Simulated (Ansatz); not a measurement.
Results of the Gaussian-basis code of Ansatz.

A structure relaxed at PBE0-D4/def2-TZVP, charge 0, multiplicity 1:

```xyz
10

B     1.2962   -0.2594    1.1569
C     0.2319    0.1340    0.1431
Se    1.1049    1.6511   -0.1929
C    -0.9920   -0.3488   -0.4972
O    -1.5886    0.4879   -1.4315
H     1.1404    0.0232    2.3082
H     2.2015   -0.9608    0.8113
H    -1.7104   -0.5771    0.3049
H    -0.7319   -1.3279   -0.9392
H    -0.9520    1.1779   -1.6636
```

(1) Give its formula and SMILES.

(2) Summarise the bond lengths by kind.

## Answers

(1) C2H5BOSe, `BC(=[Se])CO`.

(2) 1 × B–C 1.522 Å; 2 × B–H 1.196 Å; 1 × C–Se 1.782 Å; 1 × C–C 1.463 Å; 1 × C–O 1.389 Å; 2 × C–H 1.101 to 1.105 Å; 1 × H–O 0.967 Å.
